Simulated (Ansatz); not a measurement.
Cost and result up the ladder for the cluster BiIO (3 atoms). Charge 0, multiplicity 1. Geometry: B3LYP-D4/def2-TZVP.

```xyz
3

Bi    1.407   -0.270   -1.605
O    -1.457   -0.346    1.038
I     0.050    0.615    0.568
```

Ansatz on 4 threads of AMD EPYC 9B14 on a shared host. Times are rough, and most runs start from the orbitals of an earlier one. No level here is sound enough to serve as a yardstick. Binding counts from free atoms at the same level (Bi quartet, O triplet, I doublet; other spins of the atoms weren't run), without zero-point energy or a counterpoise term.

In the def2 sets Bi, I take a core potential; there is no spin–orbit coupling. Correlated methods freeze 9 core orbitals; core or outer-core shells of Bi, I are correlated, in sets that lack core-valence functions. Another isomer (singlet) lies 3.05 eV lower at PBE0-D4/def2-TZVP; other spin states weren't run for this one.

Run but left out: BHLYP-D4/def2-TZVP (restricted singlet, unstable in another Hartree–Fock run and untested here).

Correlated methods converge slowly with the basis.

| level | functions | wall time |
| --- | --- | --- |
| PBE0-D4/def2-TZVP | 131 | 0.8 s |
| PBE-D4/def2-TZVP (with forces) | 131 | 0.8 s |
| r2SCAN-D4/def2-TZVP | 131 | 1.1 s |
| CAM-B3LYP-D4/def2-TZVP | 131 | 1.4 s |
| CCSD(T)/def2-TZVPP | 131 | 13 s |

Task: Estimate what each level gives for the binding energy per atom (eV).

Result: 
| level | binding energy per atom (eV) | remarks |
| --- | --- | --- |
| PBE0-D4/def2-TZVP | 1.00 | restricted SCF unstable in HF |
| PBE-D4/def2-TZVP (with forces) | 1.44 | restricted SCF unstable in HF |
| r2SCAN-D4/def2-TZVP | 1.08 | restricted SCF unstable in HF |
| CAM-B3LYP-D4/def2-TZVP | 0.92 | restricted SCF unstable in HF |
| CCSD(T)/def2-TZVPP | 0.84 | large T1 (0.039), restricted SCF unstable |
